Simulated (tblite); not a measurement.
Record of a relaxation.

C4H9BCl (charge -1).
SMILES with atom numbers: `[Cl:1][BH2-:2][CH:3]1[CH2:4][CH2:5][CH2:6]1` (hydrogens: H7, H8 on B2; H9 on C3; H10, H11 on C4; H12, H13 on C5; H14, H15 on C6)

Computed with GFN2-xTB (tblite), gas phase: L-BFGS steps from a force-field or distance-geometry start until the largest atomic force falls under 0.01 eV/Å. 5 of its 98 geometries are shown.

Step 0: E = -521.4067 eV, largest atomic force 1.990 eV/Å
```
atom  x, y, z in Å  |  force x, y, z in eV/Å
Cl1     2.618   -1.393   -1.315    0.422  -0.422  -0.072
B2      1.790   -0.354   -0.024    1.366   0.562   0.220
C3      0.271   -0.294   -0.381    0.176   0.090   0.753
C4     -0.360    1.109   -0.331   -0.777  -0.256  -0.731
C5     -1.638    0.372    0.089    0.080   0.549   0.410
C6     -0.716   -0.649    0.732   -1.005  -1.620  -0.572
H7      2.270    0.740   -0.132    0.374   0.345  -0.182
H8      2.025   -0.723    1.089    0.142  -0.593   0.110
H9      0.017   -0.878   -1.284   -0.149   0.597   0.181
H10     0.010    1.731    0.520   -0.024  -0.426  -1.016
H11    -0.403    1.596   -1.302    0.118   0.646   0.197
H12    -2.304    0.915    0.760   -0.550  -0.039  -0.252
H13    -2.100   -0.101   -0.797   -0.272   0.549   0.603
H14    -1.106   -1.687    0.607    0.304   0.407   0.945
H15    -0.377   -0.377    1.747   -0.207  -0.389  -0.593
```

Step 24: E = -522.0030 eV, largest atomic force 0.097 eV/Å
```
atom  x, y, z in Å  |  force x, y, z in eV/Å
Cl1     2.728   -1.468   -1.223    0.052  -0.039  -0.010
B2      1.906   -0.311    0.035    0.035   0.050   0.059
C3      0.317   -0.249   -0.339   -0.061  -0.033  -0.029
C4     -0.438    1.098   -0.420   -0.072   0.006   0.018
C5     -1.678    0.400    0.150   -0.010  -0.010   0.033
C6     -0.765   -0.723    0.658   -0.077   0.020   0.010
H7      2.459    0.750   -0.104   -0.002   0.038   0.012
H8      2.123   -0.804    1.112   -0.008   0.008   0.031
H9      0.141   -0.780   -1.278   -0.010  -0.009  -0.096
H10    -0.044    1.839    0.277    0.083  -0.035   0.014
H11    -0.533    1.566   -1.402   -0.032  -0.037  -0.009
H12    -2.266    0.947    0.897    0.031  -0.013  -0.029
H13    -2.353    0.054   -0.637    0.037   0.024   0.044
H14    -1.130   -1.748    0.556   -0.018   0.022  -0.025
H15    -0.470   -0.563    1.696    0.053   0.010  -0.024
```

Step 48: E = -522.0249 eV, largest atomic force 0.036 eV/Å
```
atom  x, y, z in Å  |  force x, y, z in eV/Å
Cl1     2.828   -1.468   -1.066   -0.008  -0.005  -0.005
B2      1.877   -0.281    0.066    0.002   0.023   0.027
C3      0.305   -0.274   -0.403    0.006   0.012  -0.009
C4     -0.446    1.076   -0.471   -0.021   0.004   0.010
C5     -1.652    0.430    0.219    0.006  -0.026   0.020
C6     -0.771   -0.766    0.593    0.017  -0.015  -0.012
H7      2.408    0.793   -0.076   -0.011  -0.017  -0.015
H8      2.023   -0.717    1.181    0.020   0.019  -0.004
H9      0.177   -0.796   -1.357    0.003  -0.018  -0.001
H10     0.027    1.838    0.149    0.011   0.007   0.002
H11    -0.627    1.495   -1.463    0.010   0.006  -0.006
H12    -2.098    0.986    1.049   -0.008   0.010  -0.001
H13    -2.446    0.163   -0.482    0.012   0.010  -0.009
H14    -1.192   -1.758    0.417   -0.025   0.002   0.000
H15    -0.417   -0.713    1.623   -0.016  -0.012   0.002
```

Step 73: E = -522.0426 eV, largest atomic force 0.347 eV/Å
```
atom  x, y, z in Å  |  force x, y, z in eV/Å
Cl1     2.716   -1.855   -0.545   -0.159   0.273   0.144
B2      1.883   -0.212    0.006    0.054   0.133   0.071
C3      0.312   -0.250   -0.438   -0.004   0.104  -0.050
C4     -0.440    1.104   -0.373    0.001   0.030  -0.060
C5     -1.636    0.393    0.271    0.032   0.118  -0.084
C6     -0.770   -0.848    0.496    0.043   0.049  -0.109
H7      2.470    0.680   -0.583   -0.050  -0.247   0.089
H8      2.018   -0.117    1.214    0.055  -0.134  -0.272
H9      0.190   -0.664   -1.449    0.048  -0.040   0.112
H10     0.043    1.830    0.285   -0.016  -0.135   0.051
H11    -0.634    1.607   -1.327   -0.019  -0.076   0.032
H12    -2.062    0.871    1.155   -0.022  -0.010   0.069
H13    -2.440    0.208   -0.443   -0.065   0.028  -0.023
H14    -1.214   -1.791    0.180   -0.014  -0.105  -0.012
H15    -0.441   -0.948    1.528    0.117   0.011   0.039
```

Step 97: E = -522.0716 eV, largest atomic force 0.008 eV/Å
```
atom  x, y, z in Å  |  force x, y, z in eV/Å
Cl1     2.531   -1.952   -0.205    0.002   0.001  -0.003
B2      1.881   -0.184   -0.012   -0.002   0.002  -0.006
C3      0.319   -0.195   -0.481   -0.004  -0.002   0.001
C4     -0.465    1.131   -0.351   -0.004  -0.002   0.001
C5     -1.635    0.369    0.282   -0.002  -0.004   0.001
C6     -0.734   -0.862    0.432    0.000  -0.005  -0.001
H7      2.562    0.505   -0.733    0.002  -0.006   0.003
H8      2.018    0.097    1.153   -0.002   0.004   0.001
H9      0.218   -0.584   -1.501    0.003   0.001   0.006
H10     0.014    1.821    0.345    0.006   0.005   0.002
H11    -0.686    1.669   -1.276   -0.002   0.001   0.000
H12    -2.045    0.788    1.205    0.003   0.004  -0.002
H13    -2.459    0.208   -0.417    0.000  -0.002  -0.001
H14    -1.154   -1.809    0.087    0.002   0.003   0.001
H15    -0.368   -0.995    1.450   -0.003   0.001  -0.003
```

**Question.** Summarise the path.

**Answer.** The energy falls by 64.15 kJ/mol from step 0 to step 97; nine tenths of that is first reached at step 26. It rises by more than 0.2 meV at steps 70 and 73. The largest force goes from 1.990 to 0.008 eV/Å. Among the bonds B2–C3 changes most, from 1.562 to 1.631 Å; the atoms move by 0.559 Å rms after alignment.

Hardware: an x86-64 server with one thread, shared host.
